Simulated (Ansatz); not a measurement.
The cluster Li3Te⁺, relaxed as a singlet with RKS PBE0-D4/def2-TZVP in Ansatz, starting from the GFN1-xTB geometry. Force threshold 0.02 eV/Å.

In the def2 sets Te takes a core potential; there is no spin–orbit coupling. The structure comes from a short search, and lower isomers may exist.

Start:

Cartesian coordinates in Å:
```
Li -1.570 -1.087 -1.464
Li 1.219 1.844 -0.899
Li 0.369 -0.747 2.318
Te -0.018 -0.009 0.046
```

Question: Estimate the energy that the relaxation releases and the steps that it takes.

Answer: 0.06 eV, in 10 steps; 7 s on 4 threads of Arm Neoverse V2 on a shared host. The force fell under the threshold at step 3, but the optimiser went on and released 0.011 eV more. No frequencies were taken in this run, so the end may be a saddle point.

Question: Does the start keep its bonding?

Answer: By distances, no bond broke or formed. The bond that changes most is Li1–Te4, from 2.42 to 2.50 Å (atoms count from 1).

Question: Predict the relaxed structure.

Answer: 
```xyz
4

Li   -1.468   -1.238   -1.461
Li    1.377    1.758   -0.912
Li    0.461   -0.843    2.213
Te   -0.370    0.322    0.160
```
Bond lengths (bridged metal pairs left out): 3 × Li–Te 2.50 Å.
